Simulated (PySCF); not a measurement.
# InCl₃ → InCl + Cl₂

Level: PBE0 in the def2-SVP basis family, computed in PySCF with density fitting; scalar-relativistic core potentials for atoms from Rb on, none lighter, no spin–orbit coupling; open shells unrestricted.

```json
{"species": "InCl₃", "state and structure": "singlet, D3h, In–Cl 2.321 Å (×3)", "ZPE (kJ/mol)": "8.6", "H(298 K) − H(0) (kJ/mol)": "18.3", "S° (J/(mol K))": "340.5"}
{"species": "InCl", "state and structure": "singlet, C∞v, In–Cl 2.430 Å", "ZPE (kJ/mol)": "2.0", "H(298 K) − H(0) (kJ/mol)": "9.7", "S° (J/(mol K))": "247.9"}
{"species": "Cl₂", "state and structure": "singlet, D∞h, Cl–Cl 2.025 Å", "ZPE (kJ/mol)": "3.2", "H(298 K) − H(0) (kJ/mol)": "9.2", "S° (J/(mol K))": "223.2"}
```

Task: Is the gas-phase reaction uphill or downhill in electronic energy at this level, and by how much?

Result: At PBE0/def2-SVP, ΔE = 309.8 kJ/mol, uphill. 

Task: Add zero-point, thermal and entropy terms for 298.15 K and 1 bar.

Result: ΔZPE = -3.4 and Δ[H(298) − H(0)] = 0.6 kJ/mol give ΔH° = 307.0 kJ/mol. ΔS° = 130.6 J/(mol K), so ΔG° = 307.0 − 298.15 × (0.1306) = 268 kJ/mol. ΔG° would change sign near 2350 K if ΔH° and ΔS° stayed fixed.

Each species is the lowest minimum found with this bonding; other isomers or fragments can lie lower.
